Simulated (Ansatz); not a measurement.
A search over several starts for the lowest SCF solution of Cu(PH3)(SiH3) (CuSiPH6) at the given spin, in a small basis.

```yaml
crystal:
  periodic: [false, false, false]
  atoms:
    - {symbol: Cu, position_ang: [0.004261, 0.010509, -0.021950]}
    - {symbol: P, position_ang: [0.000155, -0.013316, 2.264465]}
    - {symbol: H, position_ang: [0.811784, -0.950643, 2.957673]}
    - {symbol: H, position_ang: [-1.212205, -0.265126, 2.960615]}
    - {symbol: H, position_ang: [0.393464, 1.144839, 2.986956]}
    - {symbol: Si, position_ang: [0.001558, 0.017889, -2.320950]}
    - {symbol: H, position_ang: [1.320627, 0.391425, -2.944309]}
    - {symbol: H, position_ang: [-0.982739, 0.975546, -2.939120]}
    - {symbol: H, position_ang: [-0.336906, -1.311125, -2.943390]}
basis:
  gaussian: {orbitals: def2-SVP, initial_orbitals: start.molden}
hamiltonian: {xc: pbe0, dispersion: d4}
output: {orbitals: {seedname: orbitals}}
```

The file start.molden holds the orbitals of an earlier run on this structure, at another level or in another basis.

```sh
$ ansatz run in.yaml --threads 4 --pin off --events-out ev --progress --plain --max-ram 3916MiB
```

Output, abridged:

```
Functional definition: PBE0
985 factors; integrals over basis functions are off by at most 1.2e-3 eV
mean field evaluation 1: about -61879.3845 eV, gradient 3.1e0 eV
mean field evaluation 2: about -61879.4140 eV, gradient 3.7e-2 eV
mean field evaluation 4: about -61879.5109 eV, gradient 6.8e-4 eV
mean field evaluation 8: about -61876.2071 eV, gradient 4.3e1 eV
mean field evaluation 16: about -61879.5109 eV, gradient 1.3e-1 eV
mean field -61879.51090373 eV, -2274.0300822731 hartree, gradient 1.7e-5 eV, S^2 0.000000; 1 other end points of the search recorded, 0 dependent functions left out
reference -61879.51094394 eV, -2274.0300837509 hartree; 32, 32 occupied and 65, 65 virtual orbitals, 985 factors
Total energy: -61879.66294642 eV, -2274.0356697390 hartree
```

It took 1.6 s on 4 threads of Arm Neoverse V2 on a shared host.
